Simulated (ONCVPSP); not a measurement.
**Which change was made? (Ni, ONCV)**

- Element: nickel (Ni)
- Generator: ONCVPSP 4.0.1
- Type: optimised norm-conserving Vanderbilt (ONCV)
- Functional: PBE
- Relativity: scalar-relativistic
- Frozen core: [Ne]
- Valence charge: 18
- Reference configuration: 3s2 3p6 3d8 4s2
- Partial waves: 3s+4s: rc 1.40 bohr, ncon 4, nbas 7, qcut 9.4 1/bohr, 3 projectors, debl 1.6 Ha; 3p: rc 1.15 bohr, ncon 4, nbas 9, qcut 15 1/bohr, 3 projectors, debl 2 Ha; 3d: rc 1.05 bohr, ncon 4, nbas 9, qcut 12.3 1/bohr, 2 projectors, debl 1 Ha
- Local potential: polynomial inside 0.70 bohr (lpopt 5, dvloc0 0 Ha)
- Core correction: Teter function, parameters optimised by the program

In the p channel the program set the typed energies aside and used -2.623, 0.250, 2.250 Ha.

Cutoffs, loose and tight: the cutoffs (Ha) at which the residual kinetic energy of the hardest occupied pseudo-wave falls to 1 and 0.1 mHa per electron. They do not see the model core or the augmentation charge, which bear on the density cutoff. Test errors are all-electron minus pseudo excitation energies from the reference, over the configurations 3s2 3p6 3d8 4s1; 3s2 3p6 3d8 4s0; 3s2 3p6 3d7 4s0; 3s2 3p6 3d8.5 4s1.5; variants that change the core or the reference have their own tests.

The base gives: outcome: generated, projector energies reset by the program; cutoff, loose: 70 Ha; cutoff, tight: 170 Ha; bound ghosts: none; GHOST(+) flags above zero: s; largest test error (meV): -4.9.

Q: After one change the result is: outcome: generated; cutoff, loose: 70 Ha; cutoff, tight: 171 Ha; bound ghosts: none; GHOST(+) flags above zero: s; largest test error (meV): +12. Which change was it?
A. reference 3s2 3p6 3d8 4s1.5 4p0.5; wave 3p: rc 1.15 bohr, ncon 4, nbas 9, qcut 15 1/bohr, 3 projectors, debl 2 Ha becomes 3p+4p: rc 1.15 bohr, ncon 4, nbas 9, qcut 15 1/bohr, 3 projectors, debl 2 Ha
B. d: ncon 3, nbas 8
C. s: rc 1.16
D. d: nproj 0; local potential the d channel

A: A. The others give: d: nproj 0; local potential the d channel → outcome: generated, projector energies reset by the program; cutoff, loose: 70 Ha; cutoff, tight: 170 Ha; bound ghosts: none; GHOST(+) flags above zero: s; largest test error (meV): -34 | d: ncon 3, nbas 8 → outcome: generated, projector energies reset by the program; cutoff, loose: 67 Ha; cutoff, tight: 82 Ha; bound ghosts: none; GHOST(+) flags above zero: s; largest test error (meV): -24 | s: rc 1.16 → outcome: generated, projector energies reset by the program; cutoff, loose: 70 Ha; cutoff, tight: 170 Ha; bound ghosts: none; GHOST(+) flags above zero: s; largest test error (meV): -13.
